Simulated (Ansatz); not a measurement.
Cartesian coordinates in Å:
```
F 0.127 -1.569 1.621
Ge 0.528 -0.125 0.747
C -0.664 0.287 -0.693
Te 1.275 -0.356 -1.610
H 1.096 0.864 1.759
H -1.457 -0.421 -0.902
H -0.905 1.319 -0.921
```

The species carries charge 0 and has multiplicity 1. Te: def2 effective core potential.

Problem. List the ωB97M-V/def2-TZVPP orbital energies in eV (Ansatz). (Best estimate.)

Solution. The calculation gave: Occupied: -10867.80, -1363.57, -1211.32, -1211.30, -1211.27, -676.99, -282.55, -175.43, -174.80, -124.72, -124.69, -124.60, -123.69, -123.59, -123.38, -46.68, -46.67, -46.47, -46.38, -46.35, -37.90, -37.49, -37.44, -37.42, -37.40, -34.70, -23.38, -19.25, -17.89, -15.34, -14.56, -14.42, -14.27, -12.86, -10.45, -9.54, -8.53. Lowest empty: 0.25, 1.11, 2.03, 2.56, 3.27, 4.06, 4.53, 4.98.
